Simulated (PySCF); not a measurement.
A structure optimised at PBE-D3(BJ)/def2-SVP, used in a PySCF frequency run:

```xyz
5

Hf     0.0000     0.0000    -0.7366
F      0.0000     1.5486    -1.8433
F      0.0000    -1.5486    -1.8433
I     -2.2242     0.0000     0.8133
I      2.2242     0.0000     0.8133
```
Charge 0, spin multiplicity 1.

Problem. Write its SMILES, formula and point group.

Solution. [F][Hf]([F])([I])[I], F2HfI2, C2v

Problem. What are its rotational constants (standard atomic weights)?

Solution. 1.0422, 0.37525, 0.30639 GHz
